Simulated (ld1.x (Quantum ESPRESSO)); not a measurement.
iron (Fe), TM: configuration errors across variants

* Element: Fe (Z = 26)
* Generator: ld1.x (Quantum ESPRESSO) 7.5
* Type: norm-conserving Troullier–Martins (Kleinman–Bylander form)
* Functional: LDA (PZ)
* Relativity: scalar-relativistic
* Frozen core: [Ar]
* Valence charge: 8
* Reference configuration: 3d6 4s1.5 4p0 (charge +0.5)
* Partial waves: 4s (bound): rc 2.15 bohr; 4p (bound, empty): rc 3.40 bohr; 3d (bound): rc 1.25 bohr
* Local potential: all-electron potential smoothed inside 1.85 bohr (lloc = -2)
* Core correction: Bessel-smoothed model core inside 0.95 bohr

All-electron excitation energies from the reference (eV): (1) 3d6 4s2 4p0 -3.596; (2) 3d6 4s1 4p0 5.385; (3) 3d6 4s0 4p0 21.877; (4) 3d4 4s0 4p0 109.784; (5) 3d5 4s2 4p1 5.266; (6) 3d6 4s0 4p1 10.519; (7) 3d6 4s1.5 4p0 spin -3.670; (8) 3d6 4s2 4p0 spin -6.985.

Spin tests fill each open shell by Hund’s rule, majority spin first.

Errors AE − PS in meV (a dash: test not solved or not reliable):

| change | (1) | (2) | (3) | (4) | (5) | (6) | (7) | (8) | bound ghosts |
| --- | --- | --- | --- | --- | --- | --- | --- | --- | --- |
| base | -0.6 | -2.3 | -33 | -1614 | -320 | -1.1 | +59 | +67 | none |
| all radii but the core radius scaled by about 0.76 (s 1.64, p 2.60, d 0.96 bohr); local potential all-electron potential smoothed inside 1.42 bohr (lloc = -2) | +1.0 | -0.2 | -20 | -1628 | +32 | – | +34 | – | none |
| all radii but the core radius scaled by about 0.90 (s 1.94, p 3.06, d 1.12 bohr); local potential all-electron potential smoothed inside 1.66 bohr (lloc = -2) | -0.4 | -2.2 | -33 | -1572 | -294 | -4.7 | – | +54 | none |
| all radii but the core radius scaled by about 1.04 (s 2.22, p 3.52, d 1.30 bohr); local potential all-electron potential smoothed inside 1.92 bohr (lloc = -2) | -0.6 | -2.3 | -33 | -1611 | -314 | +1.8 | – | +73 | none |
| all radii but the core radius scaled by about 1.23 (s 2.64, p 4.18, d 1.54 bohr); local potential all-electron potential smoothed inside 2.28 bohr (lloc = -2) | -0.2 | -1.9 | -31 | -1773 | -268 | +10 | +94 | +96 | none |
| all radii but the core radius scaled by about 1.38 (s 2.98, p 4.70, d 1.72 bohr); local potential all-electron potential smoothed inside 2.56 bohr (lloc = -2) | – | -2.4 | -44 | -1995 | -195 | +3.2 | +114 | +107 | none |

**Question.** Give the same row for: all radii but the core radius scaled by about 1.10 (s 2.36, p 3.72, d 1.38 bohr); local potential all-electron potential smoothed inside 2.02 bohr (lloc = -2).

**Answer.** -0.5, -2.1, –, -1661, -305, +4.6, –, +80; bound ghosts: none.
